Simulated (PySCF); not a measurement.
C2H7O, SMILES CC[OH2+], charge +1. Geometry optimised at PBE-D3(BJ)/def2-TZVP. The isomer is the one that the SMILES or the coordinates give; other isomers of the formula were not compared.

Question: Give the equilibrium geometry at PBE-D3(BJ)/def2-TZVP (PySCF confirms it by a frequency run) as bond lengths and angles, and its point group. (Estimate from the structure and the level; the computed values follow.)

Answer: point group Cs.
Atoms: C1 C2 O3 H4 H5 H6 H7 H8 H9 H10. Bonded distances (Å): C1–C2 1.494, C1–H4 1.103, C1–H5 1.099, C1–H6 1.099, C2–O3 1.569, C2–H7 1.096, C2–H8 1.096, O3–H9 0.985, O3–H10 0.985. Angles (°): C2–C1–H4 106.7, C2–C1–H5 112.8, C2–C1–H6 112.8, H4–C1–H5 106.9, H4–C1–H6 106.9, H5–C1–H6 110.4, C1–C2–O3 111.5, C1–C2–H7 115.5, C1–C2–H8 115.5, O3–C2–H7 101.1, O3–C2–H8 101.1, H7–C2–H8 110.3, C2–O3–H9 111.7, C2–O3–H10 111.7, H9–O3–H10 108.2.
Charge +1, spin multiplicity 1.
